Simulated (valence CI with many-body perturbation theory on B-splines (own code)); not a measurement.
Results of a calculation; reference values are marked as such.
From CI to CI+MBPT in Br¹⁴⁺

Method: valence CI with perturbative core correlation (CI+MBPT): three valence electrons over a frozen Dirac-Fock core [Ar], a basis of 9 s, 9 p, 10 d, 8 f, 5 g, 3 h, 1 i functions for each j, with the one-electron correlation potential Σ1 (screened to all orders), the two-electron term Σ2, the three-electron term Σ3, Breit, model QED; selected single and double excitations, second order for the rest (own B-spline code, finite nucleus).

No measured spectrum was set against this ion. As an estimate, terms of the open shell hold to 2 to 4 % of their energy, and close levels can change places. Core correlation moves these levels by up to 4600 cm⁻¹, and in measured spectra 5 to 20 % of such shifts remained as error; rates that hang on mixing are uncertain with them. Only levels of the ground parity were solved; by the run's estimate the other parity begins above the list, which can be wrong where configurations are misplaced.

Each rung adds one term. CI alone is the Dirac-Coulomb CI over the frozen core; QED comes last and gives the full result, which names the levels. Energies are above 3d3 4F_3/2 on the same rung, in cm⁻¹.

Names give the largest LS component (configuration and term), which can be under half, so a name can repeat, a term be missing and a line seem to break the LS rules; names also repeat where a configuration has a term twice. Letters in brackets count levels of one name in rising energy.

```tsv
Level	CI alone	Σ1	Σ2	Σ3	Breit	QED	Full
3d3 4F_5/2	4967	+119	+164	+24	-433	+20	4861
3d3 4F_7/2	10840	+241	+297	+30	-991	+40	10458
3d3 4F_9/2	17055	+349	+375	+0.1	-1587	+57	16248
3d3 4P_3/2	43420	+174	-3171	+276	-144	+8.2	40562
3d3 4P_1/2	44533	+241	-3194	+199	-383	+20	41416
3d3 2G_7/2	49168	+337	-974	-761	-899	+34	46905
3d3 4P_5/2	52380	+414	-2912	-14	-864	+48	49052
3d3 2G_9/2	52142	+348	-977	-513	-1146	+35	49889
3d3 2D_3/2 [a]	60894	+397	-2460	-319	-522	+37	58027
3d3 2P_1/2	63345	+450	-3070	+1395	-775	+47	61392
3d3 2H_9/2	68968	+581	-835	-245	-1550	+67	66987
3d3 2H_11/2	69286	+510	-1011	-11	-1756	+54	67072
3d3 2D_5/2 [a]	73505	+557	-2133	-1287	-1136	+61	69565
3d3 2P_3/2	77248	+691	-2246	+345	-1384	+86	74739
3d3 2F_7/2	104883	+583	-4978	+393	-1149	+46	99778
3d3 2F_5/2	106418	+590	-5016	+381	-738	+46	101681
3d3 2D_5/2 [b]	158364	+809	-4824	-105	-840	+56	153460
3d3 2D_3/2 [b]	160485	+831	-5278	-118	-741	+57	155236
```

The middle columns are the shifts that each term adds.

Problem. How does the ionisation energy move along the ladder, and which term matters most?

Solution. CI alone 475.60, + Σ1 478.06, + Σ2 482.35, + Σ3 482.36, + Breit 482.26, + QED 482.28 eV. The largest step is Σ2, 4.29 eV. NIST lists 481 ± 3 eV (theoretical).
